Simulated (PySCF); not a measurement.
# MgPb⁺: input and log

State: ²Π (doublet), unpaired electrons π ↑.

An equivalent input (the run itself took its basis sets from the Basis Set Exchange, started from a PBE0 density and held the occupation σ 8α 8β, πx 3α 3β, πy 4α 3β, δx 1α 1β, δy 1α 1β):

```python
from pyscf import gto, dft
mol = gto.M(atom='Mg 0 0 0; Pb 0 0 3.028', basis={'Mg': 'def2-SVP', 'Pb': 'def2-SVP'}, ecp={'Pb': 'def2-SVP'},
            charge=1, spin=1, verbose=4, symmetry='C2v')
mf = dft.UKS(mol, xc='PBE')
mf.grids.atom_grid = (80, 434)
mf.grids.prune = dft.gen_grid.treutler_prune
mf.irrep_nelec = {'A1': (9, 9), 'A2': (1, 1), 'B1': (3, 3), 'B2': (4, 3)}
mf.conv_tol = 1e-9
mf.max_cycle = 60
mf.diis_space = 10
mf.kernel()
```

The log (some set-up lines and the per-cycle HOMO/LUMO lines removed):

```
******** <class 'pyscf.dft.uks_symm.SymAdaptedUKS'> ********
method = SymAdaptedUKS
damping factor = 0
level_shift factor = 0
DIIS = <class 'pyscf.scf.diis.CDIIS'>
diis_start_cycle = 1
diis_space = 10
diis_damp = 0
SCF conv_tol = 1e-09
SCF conv_tol_grad = None
SCF max_cycles = 60
number electrons alpha = 17  beta = 16
Set gradient conv threshold to 3.16228e-05
init E= -392.535755029524
cycle= 1 E= -392.53663133527  delta_E= -0.000876  |g|= 0.0138  |ddm|= 0.13
cycle= 2 E= -392.535781558378  delta_E= 0.00085  |g|= 0.0252  |ddm|= 0.124
cycle= 3 E= -392.536810644715  delta_E= -0.00103  |g|= 0.00459  |ddm|= 0.107
cycle= 4 E= -392.536852084557  delta_E= -4.14e-05  |g|= 0.000569  |ddm|= 0.0214
cycle= 5 E= -392.536853278496  delta_E= -1.19e-06  |g|= 0.000205  |ddm|= 0.00341
cycle= 6 E= -392.536853762379  delta_E= -4.84e-07  |g|= 8.53e-05  |ddm|= 0.00392
cycle= 7 E= -392.536853789142  delta_E= -2.68e-08  |g|= 2.76e-05  |ddm|= 0.000741
cycle= 8 E= -392.536853791357  delta_E= -2.21e-09  |g|= 1.77e-06  |ddm|= 0.000155
cycle= 9 E= -392.536853791371  delta_E= -1.49e-11  |g|= 3.18e-07  |ddm|= 1.49e-05
Extra cycle  E= -392.536853791371  delta_E=    0  |g|= 5.56e-07  |ddm|= 3.39e-06
converged SCF energy = -392.536853791371  <S^2> = 0.75998377  2S+1 = 2.009959
```

Repeating this along the bond gives Re = 3.029 Å and ωe = 175 cm⁻¹.

A point of this curve took 1.1 CPU seconds beside 0.12 for the integrals (shared host).

These are scalar-relativistic numbers at best; spin–orbit coupling would shift them, the dissociation energy most. The state was picked by a PBE0 search and need not be the measured ground state.
